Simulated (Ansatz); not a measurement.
The same path of a periodic cell of 24 atoms, BH7C16 (surface C(111), underside capped with H, adsorbate BH3, already come apart at the first end) was run twice with different band settings. Lost on the way: C17–H22, C18–B21. Made: C17–B21, C18–H22.

Computed with DFT PBE, scalar-relativistic, plane waves, PAW (Ansatz). Settings: PAW set soft_1, cutoff 420 eV, k mesh 3x3x1, gaussian smearing 0.05 eV, no spin polarisation.

Relaxed end points:

```xyz
24
Lattice="5.0487 0.0000 0.0000 2.5244 4.3723 0.0000 0.0000 0.0000 16.6764" Properties=species:S:1:pos:R:3
H 1.262 0.729 1.000
H 3.787 0.729 1.000
H 2.524 2.915 1.000
H 5.049 2.915 1.000
C 1.262 0.729 2.100
C 3.787 0.729 2.100
C 2.524 2.915 2.100
C 5.049 2.915 2.100
C 0.000 1.457 2.615
C 2.524 1.457 2.615
C 1.262 3.644 2.615
C 3.787 3.644 2.615
C -0.015 1.440 4.165
C 2.492 1.476 4.097
C 1.269 3.665 4.165
C 3.812 3.629 4.288
C 0.019 -0.011 4.676
C 2.575 0.056 4.714
C 1.225 2.208 4.638
C 3.763 2.114 4.714
B 3.032 1.165 5.851
H 5.010 0.023 5.785
H 1.207 2.218 5.745
H 2.649 1.385 6.968
```

```xyz
24
Lattice="5.0487 0.0000 0.0000 2.5244 4.3723 0.0000 0.0000 0.0000 16.6764" Properties=species:S:1:pos:R:3
H 1.262 0.729 1.000
H 3.787 0.729 1.000
H 2.524 2.915 1.000
H 5.049 2.915 1.000
C 1.262 0.729 2.100
C 3.787 0.729 2.100
C 2.524 2.915 2.100
C 5.049 2.915 2.100
C 0.000 1.457 2.615
C 2.524 1.457 2.615
C 1.262 3.644 2.615
C 3.787 3.644 2.615
C 0.032 1.476 4.097
C 2.539 1.440 4.164
C 1.255 3.665 4.164
C 3.761 3.629 4.289
C -0.051 0.056 4.714
C 2.505 -0.011 4.676
C 1.299 2.208 4.639
C 3.810 2.114 4.714
B 4.541 1.164 5.851
H 7.613 0.023 5.785
H 6.365 2.217 5.745
H 4.924 1.385 6.968
```

Common settings: spring 5.0 eV/Å²; optimiser quadratic models (default); force threshold 0.05 eV/Å; end points relaxed; atoms held 1 to 12.

| run | movable images | climbing image | start path | iteration limit |
| --- | --- | --- | --- | --- |
| 1 | 5 | yes | IDPP | 31 |
| 2 | 4 | no | default | 26 |

(1) What does each run give, and how far can it be trusted?

Results:

(1) Run 1: not converged after 31 iterations, highest image 4.335 eV above the first end. The band didn't meet its force threshold, so its energies are provisional: the largest band force was still 1.25 eV/Å, and over the last iterations the top moved between 4.07 and 4.39 eV. Neighbouring images lie up to 2.9 Å apart, so the band is torn or far too coarse.
Run 2: converged after 23 iterations, highest image 2.039 eV above the first end. The profile has 2 maxima (images 1, 4) with wells between them (image 2): this band takes more than one step, which may be the mechanism or a detour left from its start path. Neighbouring images differ by up to 2.0 eV, so the band resolves the path poorly. No image climbed, so the highest image needn't sit at the top of the path.
Limits of this set-up: thin slab, slab without dipole correction, no dispersion correction for a molecule that may bind weakly.
